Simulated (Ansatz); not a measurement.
Basis sets compared for HgH₂. The state is a singlet with charge 0. Geometry r2SCAN-D4/def2-TZVP. Ansatz on 4 threads of Intel Xeon on a shared host; times are rough, and most runs start from earlier orbitals.

Cartesian coordinates in Å:
```
Hg 0.000 0.000 0.000
H -0.526 0.112 -1.556
H 0.526 -0.112 1.556
```

In the def2 sets Hg takes a core potential; there is no spin–orbit coupling.

Binding counts from free atoms (Hg singlet, H doublet) in the same basis, without a counterpoise term.

```json
{"level": "PBE-D4/def2-SVP", "functions": "42", "energy (Eh)": "-154.6756", "HOMO (eV)": "-6.89", "LUMO (eV)": "-1.19", "binding per atom (eV)": "1.15", "wall time": "0.61 s"}
{"level": "PBE0-D4/def2-SVP", "functions": "42", "energy (Eh)": "-154.6381", "HOMO (eV)": "-8.01", "LUMO (eV)": "-0.52", "binding per atom (eV)": "1.16", "wall time": "0.56 s"}
```

Question: Estimate the rows for PBE-D4/def2-TZVP, PBE0-D4/def2-TZVP.

Answer: 
```tsv
level	functions	energy (Eh)	HOMO (eV)	LUMO (eV)	binding per atom (eV)	wall time
PBE-D4/def2-TZVP	55	-154.6910	-6.97	-1.43	1.23	1.2 s
PBE0-D4/def2-TZVP	55	-154.6541	-8.09	-0.78	1.24	1.9 s
```
